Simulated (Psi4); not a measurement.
Psi4 input (wB97X-D/6-31G*):

```
memory 1500 MB

molecule {
0 2
C    -1.62763951    0.78748399    1.15358737
C    -1.10086400    0.02850108   -0.01563071
C    -1.66172644   -1.32354734   -0.29494563
C     0.20059786    0.42855176   -0.62927387
C     1.41393602   -0.11232585    0.13042620
O     2.58960968    0.33083446   -0.54308308
H    -2.72024443    0.74976401    1.19760540
H    -1.32159994    1.83546252    1.12744182
H    -1.27062553    0.37491387    2.11145136
H    -2.75377907   -1.32706375   -0.22745803
H    -1.37840719   -1.68265710   -1.28659737
H    -1.31021056   -2.07661928    0.42927516
H     0.26887753    0.06523965   -1.65905632
H     0.29234070    1.51833297   -0.66198271
H     1.39656087    0.25491982    1.16384785
H     1.37293849   -1.20803369    0.16000844
H     3.36144812   -0.00291660   -0.07485119
symmetry c1
no_reorient
no_com
}

set {
  basis 6-31G*
  reference uks
  scf_type pk
  dft_radial_points 99
  dft_spherical_points 590
  e_convergence 1e-8
  d_convergence 1e-7
  maxiter 150
}

e = energy('wb97x-d')
print_out(f'\nFINAL {e:.10f} DIPOLE {variable("CURRENT DIPOLE")[0]:.6f} {variable("CURRENT DIPOLE")[1]:.6f} {variable("CURRENT DIPOLE")[2]:.6f}\n')
```

Output:

```
   => Loading Basis Set <=

    Name: 6-31G*
    Role: ORBITAL
    Keyword: BASIS
    atoms 1-5  entry C          line   111 file 6-31gs.gbs
    atoms 6    entry O          line   145 file 6-31gs.gbs
    atoms 7-17 entry H          line    44 file 6-31gs.gbs

   => WB97X-D: Empirical Dispersion <=

    Chai and Head-Gordon Dispersion Correction
    Chai, J.-D.; Head-Gordon, M. (2010), J. Chem. Phys., 132: 6615-6620

        s6 =       1.000000

         ---------------------------------------------------------
                                   SCF
               by Justin Turney, Rob Parrish, Andy Simmonett
                          and Daniel G. A. Smith
                              UKS Reference
         ---------------------------------------------------------

  ==> Geometry <==

    Molecular point group: c1
    Full point group: C1

    Geometry (in Angstrom), charge = 0, multiplicity = 2:

       Center              X                  Y                   Z               Mass
    ------------   -----------------  -----------------  -----------------  -----------------
         C           -1.627639510000     0.787483990000     1.153587370000    12.000000000000
         C           -1.100864000000     0.028501080000    -0.015630710000    12.000000000000
         C           -1.661726440000    -1.323547340000    -0.294945630000    12.000000000000
         C            0.200597860000     0.428551760000    -0.629273870000    12.000000000000
         C            1.413936020000    -0.112325850000     0.130426200000    12.000000000000
         O            2.589609680000     0.330834460000    -0.543083080000    15.994914619570
         H           -2.720244430000     0.749764010000     1.197605400000     1.007825032230
         H           -1.321599940000     1.835462520000     1.127441820000     1.007825032230
         H           -1.270625530000     0.374913870000     2.111451360000     1.007825032230
         H           -2.753779070000    -1.327063750000    -0.227458030000     1.007825032230
         H           -1.378407190000    -1.682657100000    -1.286597370000     1.007825032230
         H           -1.310210560000    -2.076619280000     0.429275160000     1.007825032230
         H            0.268877530000     0.065239650000    -1.659056320000     1.007825032230
         H            0.292340700000     1.518332970000    -0.661982710000     1.007825032230
         H            1.396560870000     0.254919820000     1.163847850000     1.007825032230
         H            1.372938490000    -1.208033690000     0.160008440000     1.007825032230
         H            3.361448120000    -0.002916600000    -0.074851190000     1.007825032230

  Running in c1 symmetry.

  Rotational constants: A =      0.21375  B =      0.06034  C =      0.05282 [cm^-1]
  Rotational constants: A =   6407.92575  B =   1808.90527  C =   1583.53644 [MHz]
  Nuclear repulsion =  243.784718898788014

  Charge       = 0
  Multiplicity = 2
  Electrons    = 49
  Nalpha       = 25
[...]
     101A      2.588267   102A      2.664969   103A      2.762787
     104A      2.860116   105A      2.903023   106A      2.988596
     107A      3.864742   108A      4.210631   109A      4.352889
     110A      4.383997   111A      4.577574   112A      4.599082

    Beta Occupied:

       1A    -19.259169     2A    -10.335511     3A    -10.286547
       4A    -10.285295     5A    -10.284910     6A    -10.284875
       7A     -1.109433     8A     -0.892159     9A     -0.819338
      10A     -0.784018    11A     -0.710294    12A     -0.617176
      13A     -0.577082    14A     -0.556783    15A     -0.514021
      16A     -0.504449    17A     -0.494891    18A     -0.469434
      19A     -0.459803    20A     -0.437802    21A     -0.413217
      22A     -0.410548    23A     -0.404722    24A     -0.345309

    Beta Virtual:

      25A      0.049203    26A      0.166033    27A      0.171836
      28A      0.214052    29A      0.219185    30A      0.238769
      31A      0.245888    32A      0.252670    33A      0.269080
      34A      0.272125    35A      0.279636    36A      0.302181
      37A      0.324123    38A      0.325311    39A      0.363892
      40A      0.392698    41A      0.422414    42A      0.593126
      43A      0.608122    44A      0.617011    45A      0.634494
      46A      0.657887    47A      0.676185    48A      0.697433
      49A      0.757526    50A      0.765146    51A      0.821810
      52A      0.844495    53A      0.844503    54A      0.876912
      55A      0.881524    56A      0.911729    57A      0.947572
      58A      0.949361    59A      0.972207    60A      0.991597
      61A      0.996950    62A      1.010936    63A      1.020171
      64A      1.041328    65A      1.057120    66A      1.066067
      67A      1.078045    68A      1.094881    69A      1.103117
      70A      1.234739    71A      1.243950    72A      1.339450
      73A      1.392104    74A      1.475556    75A      1.529268
      76A      1.544899    77A      1.559803    78A      1.697776
      79A      1.704453    80A      1.830865    81A      1.876815
      82A      1.883416    83A      1.908933    84A      1.969014
      85A      1.981229    86A      2.028453    87A      2.112244
      88A      2.133135    89A      2.164544    90A      2.168076
      91A      2.192302    92A      2.206316    93A      2.339770
      94A      2.350865    95A      2.355026    96A      2.418094
      97A      2.461646    98A      2.504645    99A      2.537745
     100A      2.591784   101A      2.603118   102A      2.682873
     103A      2.774817   104A      2.870022   105A      2.912174
     106A      2.991928   107A      3.865431   108A      4.223370
     109A      4.354627   110A      4.383199   111A      4.583566
     112A      4.625229

    Final Occupation by Irrep:
              A
    DOCC [    24 ]
    SOCC [     1 ]
    NA   [    25 ]
    NB   [    24 ]

  @UKS Final Energy:  -272.23039089596972

   => Energetics <=

    Nuclear Repulsion Energy =            243.7847188987880145
    One-Electron Energy =                -850.7657544814351240
    Two-Electron Energy =                 361.9381845404277556
    DFT Exchange-Correlation Energy =     -27.1788069374850920
    Empirical Dispersion Energy =          -0.0087329162652509
    VV10 Nonlocal Energy =                  0.0000000000000000
    Total Energy =                       -272.2303908959697196

  UHF NO Occupations:
  HONO-2 :   23  A 1.9995773
  HONO-1 :   24  A 1.9988761
  HONO-0 :   25  A 1.0000000
  LUNO+0 :   26  A 0.0011239
  LUNO+1 :   27  A 0.0004227
  LUNO+2 :   28  A 0.0002710
  LUNO+3 :   29  A 0.0002699

Computation Completed

Properties will be evaluated at   0.000000,   0.000000,   0.000000 [a0]

Properties computed using the SCF density matrix

 Multipole Moments:

 ------------------------------------------------------------------------------------
     Multipole            Electronic (a.u.)      Nuclear  (a.u.)        Total (a.u.)
 ------------------------------------------------------------------------------------

 L = 1.  Multiply by 2.5417464519 to convert [e a0] to [Debye]
 Dipole X            :          0.0383965            0.0000000            0.0383965
 Dipole Y            :         -0.3951015           -0.0000001           -0.3951016
 Dipole Z            :          0.5749011           -0.0000001            0.5749009
 Magnitude           :                                                    0.6986348

 ------------------------------------------------------------------------------------

FINAL -272.2303908960 DIPOLE 0.038397 -0.395102 0.574901

*** Psi4 exiting successfully. Buy a developer a beer!
```

The geometry given is a B3LYP-D3(BJ)/def2-TZVP minimum.
